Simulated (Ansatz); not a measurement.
Consider the ligand exchange at a Ti–C bond: `C#[C][Ti]([OH])([F])[Cl]` + H₂Se → `[OH][Ti]([F])([Cl])[SeH]` + acetylene.

Gas-phase electronic energies from Ansatz, PBE0-D4/def2-TZVP geometries. CBS: MP2 limit from def2 TZ/QZ plus the TZ coupled-cluster correction, frozen cores. This one scheme is used for every species. Functionals use def2-TZVPP. B3LYP here is the variant with VWN-RPA as its local correlation; programs differ in this. For Se, Ti outer-core shells are correlated without core-valence functions, which leaves a few kJ/mol of doubt a bond. Scalar relativity is left out up to krypton. Each species was taken in one conformer, which may not be the lowest.

```csv
level,ΔE (kJ/mol),difference from CCSD(T)/CBS
PBE-D4,-79.3,0.0
r2SCAN-D4,-79.5,-0.2
PBE0-D4,-78.8,0.5
B3LYP-D4,-77.0,2.3
ωB97X-V,-72.6,6.7
ωB97M-V,-73.7,5.6
B2PLYP,-81.2,-1.9
PBE,-77.9,1.4
r2SCAN,-79.5,-0.2
PBE0,-77.5,1.8
B3LYP,-74.5,4.8
HF/def2-TZVPP,-61.8,17.5
MP2/def2-TZVPP,-83.7,-4.4
SCS-MP2/def2-TZVPP,-76.0,3.3
CCSD/def2-TZVPP,-68.3,11.0
CCSD(T)/def2-TZVPP,-73.8,5.5
HF/def2-QZVPP,-62.0,17.3
MP2/def2-QZVPP,-87.0,-7.7
SCS-MP2/def2-QZVPP,-78.9,0.4
HF/CBS(def2),-62.1,17.2
MP2/CBS(def2),-89.3,-10.0
CCSD/CBS(def2),-73.8,5.5
CCSD(T)/CBS,-79.3,0
```

Largest T1 diagnostic among the species: 0.024, so the coupled-cluster value is less sure than usual.

In def2-TZVPP, CCSD(T) changes the Hartree–Fock value by −12.0 kJ/mol (the triples alone add −5.4 kJ/mol) and MP2 by −22.0 kJ/mol.

CCSD(T)/CBS has its own doubt, a few kJ/mol and more with outer-core shells, so smaller differences from it don't rank the levels.
